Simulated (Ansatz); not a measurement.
One change: `N[Si@H](F)[Si@@H](N)F` becomes `N[Si@H](Cl)[Si@@H](N)F`.

Ansatz, PBE0-D4/def2-TZVP geometries, multiplicity 1. Each molecule was computed in one conformer, which needn't be the lowest.

```csv
property,`N[Si@H](F)[Si@@H](N)F`
HOMO–LUMO gap (PBE/def2-TZVPP) / eV,5.52
LUMO energy (PBE/def2-TZVPP) / eV,-0.97
LUMO energy (ωB97M-V/def2-TZVPP) / eV,1.50
LUMO energy (PBE0/def2-TZVPP) / eV,-0.14
size of the dipole moment (PBE/def2-TZVPP) / D,2.92
HOMO energy (ωB97M-V/def2-TZVPP) / eV,-10.00
```

Problem. Give the same properties after the change, and the shifts. (Best estimate.)

Solution. Ansatz gave: 
```
                                      property  `N[Si@H](Cl)[Si@@H](N)F`  shift
           HOMO–LUMO gap (PBE/def2-TZVPP) / eV                      5.47  -0.05
             LUMO energy (PBE/def2-TZVPP) / eV                     -0.99  -0.02
         LUMO energy (ωB97M-V/def2-TZVPP) / eV                      1.49  -0.01
            LUMO energy (PBE0/def2-TZVPP) / eV                     -0.16  -0.02
size of the dipole moment (PBE/def2-TZVPP) / D                      2.87  -0.05
         HOMO energy (ωB97M-V/def2-TZVPP) / eV                     -9.89   0.11
```

Dipoles are sizes alone; their direction can turn.
